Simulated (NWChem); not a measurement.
Species: SnF2, singlet; SMILES [F][Sn][F]

```xyz
3

Sn     0.0000     0.0000     0.3488
F     -1.4491     0.0000    -0.9569
F      1.4491     0.0000    -0.9569
```
Atoms are numbered in this order, from 1.

Level: PBE0/def2-SVP with def2 effective core potentials on Sn (NWChem), optimised geometry, unscaled harmonic frequencies. Low-valent species are run as closed-shell singlets; no triplet was tried in these runs. def2 effective core potentials on Sn; no spin-orbit coupling.

Problem. List the harmonic frequencies with IR intensities, and the thermochemistry.

Solution. 
```tsv
frequency (cm⁻¹)	IR intensity (km/mol)
194	12.8
616	85.3
625	71.5
```

The zero-point energy is 2.1 kcal/mol and the thermal correction to the enthalpy at 298.15 K (with zero-point energy) comes out as 5.0 kcal/mol. The heat capacity Cv is 9.8 cal/(mol K) and the entropy at 298.15 K and 1 atm (symmetry number 2) comes out as 67.3 cal/(mol K).

Rigid rotor and harmonic oscillator.
